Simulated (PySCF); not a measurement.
SMILES CS[TeH], CAM-B3LYP/def2-SVP optimised geometry.

```
7

Te    -1.11    -0.83     0.00
H     -1.30     0.83     0.00
S      1.30    -0.83     0.00
C      1.72    -0.72     1.77
H      1.40     0.24     2.20
H      2.81    -0.80     1.82
H      1.28    -1.55     2.34
```

Density from CAM-B3LYP/def2-TZVP, def2 effective core potentials past Kr (PySCF) at that geometry. The core electrons that the potentials of Te replace are not part of the density.

Minimum of the electron density along straight lines between bonded atoms, close to the bond critical point (lines longer than 1.1 times the sum of covalent radii, or with two minima, are not listed):

```json
[
 {"bond": "Te1–H2", "length / Å": "1.669", "ρ at the minimum / e bohr⁻³": "0.135", "∇²ρ there / e bohr⁻⁵": "-0.05", "position (fraction from the first atom)": "0.63"},
 {"bond": "Te1–S3", "length / Å": "2.410", "ρ at the minimum / e bohr⁻³": "0.096", "∇²ρ there / e bohr⁻⁵": "0.00", "position (fraction from the first atom)": "0.49"},
 {"bond": "S3–C4", "length / Å": "1.819", "ρ at the minimum / e bohr⁻³": "0.181", "∇²ρ there / e bohr⁻⁵": "-0.30", "position (fraction from the first atom)": "0.53"},
 {"bond": "C4–H5", "length / Å": "1.098", "ρ at the minimum / e bohr⁻³": "0.277", "∇²ρ there / e bohr⁻⁵": "-0.95", "position (fraction from the first atom)": "0.65"},
 {"bond": "C4–H6", "length / Å": "1.100", "ρ at the minimum / e bohr⁻³": "0.274", "∇²ρ there / e bohr⁻⁵": "-0.93", "position (fraction from the first atom)": "0.65"},
 {"bond": "C4–H7", "length / Å": "1.097", "ρ at the minimum / e bohr⁻³": "0.277", "∇²ρ there / e bohr⁻⁵": "-0.96", "position (fraction from the first atom)": "0.65"}
]
```
